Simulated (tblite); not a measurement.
Input of a run (GFN2-xTB geometry optimisation, gas phase (tblite 0.8.0)), started from a force field or distance geometry:
```
{"job": {"kind": "relax", "xc": "GFN2-xTB", "basis": "xTB"}, "charge": 0, "multiplicity": 1}
P      4.735000     0.082300     0.084900
Si     2.693000     0.465500     0.877800
S      1.331300     0.039600    -0.681300
Si    -0.401500     0.530900     0.471400
C     -1.909300     0.240600    -0.587500
C     -2.426200    -1.160700    -0.797700
C     -3.204600    -0.182200     0.036100
H      4.573500     0.808200    -1.117300
H      4.454700    -1.178800    -0.490000
H      2.447200    -0.446900     2.037900
H      2.586800     1.880500     1.291100
H     -0.332400     1.938400     0.905700
H     -0.448700    -0.356100     1.682800
H     -1.957000     0.914300    -1.445500
H     -2.815000    -1.411400    -1.771900
H     -1.948100    -1.992200    -0.275800
H     -3.258500    -0.367000     1.111000
H     -4.129000     0.201400    -0.376800
```

Output (eV, eV/Å):
```
step      E/eV     max force
  0    -578.74964    0.966
  1    -578.80138    0.540
  2    -578.83671    0.403
  3    -578.84663    0.358
  4    -578.86930    0.162
  5    -578.87204    0.146
  6    -578.87523    0.090
  7    -578.87653    0.078
  8    -578.87778    0.071
  9    -578.87897    0.096
 10    -578.88074    0.137
 11    -578.88298    0.141
 12    -578.88562    0.126
 13    -578.88808    0.115
 14    -578.89010    0.113
 15    -578.89193    0.105
 16    -578.89386    0.100
 17    -578.89562    0.096
 18    -578.89682    0.075
 19    -578.89751    0.052
 20    -578.89806    0.057
 21    -578.89866    0.054
 22    -578.89921    0.048
 23    -578.89954    0.034
 24    -578.89974    0.030
 25    -578.89993    0.036
 26    -578.90020    0.040
 27    -578.90048    0.034
 28    -578.90066    0.024
 29    -578.90075    0.019
 30    -578.90084    0.023
 31    -578.90098    0.031
 32    -578.90120    0.039
 33    -578.90146    0.048
 34    -578.90170    0.038
 35    -578.90190    0.029
 36    -578.90210    0.040
 37    -578.90230    0.043
 38    -578.90251    0.042
 39    -578.90271    0.038
 40    -578.90292    0.048
 41    -578.90316    0.042
 42    -578.90339    0.042
 43    -578.90357    0.042
 44    -578.90371    0.031
 45    -578.90385    0.040
 46    -578.90401    0.037
 47    -578.90419    0.033
 48    -578.90439    0.030
 49    -578.90462    0.039
 50    -578.90496    0.064
 51    -578.90543    0.086
 52    -578.90593    0.081
 53    -578.90629    0.048
 54    -578.90655    0.039
 55    -578.90681    0.060
 56    -578.90725    0.076
 57    -578.90792    0.081
 58    -578.90860    0.062
 59    -578.90905    0.040
 60    -578.90931    0.037
 61    -578.90950    0.043
 62    -578.90972    0.043
 63    -578.90995    0.031
 64    -578.91025    0.032
 65    -578.91042    0.041
 66    -578.91073    0.039
 67    -578.91096    0.036
 68    -578.91110    0.025
 69    -578.91118    0.022
 70    -578.91125    0.028
 71    -578.91135    0.031
 72    -578.91146    0.034
 73    -578.91157    0.029
 74    -578.91167    0.023
 75    -578.91175    0.024
 76    -578.91181    0.017
 77    -578.91186    0.019
 78    -578.91190    0.017
 79    -578.91195    0.022
 80    -578.91202    0.025
 81    -578.91215    0.029
 82    -578.91231    0.032
 83    -578.91250    0.030
 84    -578.91267    0.027
 85    -578.91282    0.032
 86    -578.91298    0.029
 87    -578.91315    0.026
 88    -578.91330    0.030
 89    -578.91344    0.033
 90    -578.91363    0.041
 91    -578.91381    0.050
 92    -578.91407    0.051
 93    -578.91425    0.030
 94    -578.91438    0.022
 95    -578.91446    0.022
 96    -578.91472    0.043
 97    -578.91501    0.050
 98    -578.91538    0.035
 99    -578.91557    0.022
100    -578.91567    0.023
101    -578.91578    0.030
102    -578.91593    0.034
103    -578.91607    0.028
104    -578.91625    0.027
105    -578.91641    0.029
106    -578.91655    0.034
107    -578.91666    0.023
108    -578.91674    0.022
109    -578.91680    0.019
110    -578.91688    0.021
111    -578.91699    0.030
112    -578.91716    0.044
113    -578.91738    0.044
114    -578.91760    0.031
115    -578.91778    0.045
116    -578.91794    0.030
117    -578.91814    0.027
118    -578.91828    0.030
119    -578.91850    0.039
120    -578.91867    0.033
121    -578.91880    0.030
122    -578.91891    0.036
123    -578.91902    0.033
124    -578.91910    0.021
125    -578.91913    0.010
126    -578.91915    0.009
```

Q: Summarise the run.

A: The energy falls by 16.4 kJ/mol over 126 L-BFGS steps, the largest force on an atom goes from 0.97 to 0.009 eV/Å, and the atoms move by 0.430 Å rms after alignment. The bond that changes most is Si4–H13 (SiH2 silicon to Si–H hydrogen), which shortens by 0.040 Å. Bonds longer at the end by more than 0.005 Å: 5 of 18; shorter: 10. Among the angles that change most is Si2–S3–Si4, from 94.5° to 102.5°. Among the dihedrals that turn most is H13–Si4–C5–C6, from -41° to 2°. The energy never rose by more than 1e-5 eV on the way. The first step brought 31 % of the lowering.

Q: What are the final bond lengths?

A: P1–Si2 2.234 Å, Si2–S3 2.147 Å, S3–Si4 2.156 Å, Si4–C5 1.872 Å, C5–C6 1.506 Å, C6–C7 1.489 Å, C5–C7 1.504 Å, P1–H8 1.382 Å, P1–H9 1.383 Å, Si2–H10 1.460 Å, Si2–H11 1.460 Å, Si4–H12 1.462 Å, Si4–H13 1.462 Å, C5–H14 1.084 Å, C6–H15 1.080 Å, C6–H16 1.080 Å, C7–H17 1.080 Å, C7–H18 1.080 Å. Numbering counts from 1 in the input's order; the species is `P[SiH2]S[SiH2]C1CC1`.

Time: 2.1 s wall. Hardware: Arm Neoverse N1, one thread, no GPU (shared host).

Its GFN2-xTB frequencies are all real (lowest 18 cm⁻¹). The numbers are those of one conformer. 3 starts were optimised and ended at 0.00, 0.12 and 0.16 kcal/mol (GFN2-xTB); the lowest of these is shown.

All values are computed, not measured.
